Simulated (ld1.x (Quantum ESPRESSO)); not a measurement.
## Transferability test, ultrasoft potential for Co

| Quantity | Value |
| --- | --- |
| Element | Co (Z = 27) |
| Generator | ld1.x (Quantum ESPRESSO) 7.5 |
| Type | ultrasoft |
| Functional | PBE |
| Relativity | scalar-relativistic |
| Frozen core | [Ar] |
| Valence charge | 9 |
| Reference configuration | 3d7 4s1 4p0 (charge +1) |
| Partial waves | 4s (bound): rcut 1.75, rcutus 2.20 bohr; 4s channel at 3.2 Ry: rcut 1.75, rcutus 2.20 bohr; 4p (bound, empty): rcut 2.65, rcutus 3.35 bohr; 4p channel at 0.5 Ry: rcut 2.65, rcutus 3.35 bohr; 3d (bound): rcut 1.25, rcutus 1.65 bohr; 3d channel at -0.6 Ry: rcut 1.25, rcutus 1.65 bohr |
| Local potential | all-electron potential smoothed inside 1.75 bohr (lloc = -2) |
| Core correction | a·sin(br)/r model core, default radius (core density twice the valence density) |
| Augmentation charge | PSQ, inside the norm-conserving radii |

Energies are relative to the spin-unpolarised reference configuration 3d7 4s1 4p0; without spin polarisation the order of configurations can differ from experiment.

Question: Give the all-electron excitation energy and the error of the potential for: 3d7 4s2 4p0; 3d7 4s0 4p0; 3d6 4s0 4p0; 3d7 4s1.5 4p0; 3d7 4s0 4p2; 3d8 4s1 4p0; 3d5 4s0 4p0.

Answer:

```tsv
valence configuration	charge	ΔE all-electron (eV)	error AE − PS (meV)
3d7 4s2 4p0	0	-9.030	-1.0
3d7 4s0 4p0	+2	16.786	-6.2
3d6 4s0 4p0	+3	52.656	-232
3d7 4s1.5 4p0	+0.5	-5.428	0.0
3d7 4s0 4p2	0	-0.052	-2.9
3d8 4s1 4p0	0	-10.233	-50
3d5 4s0 4p0	+4	108.007	-1301
```
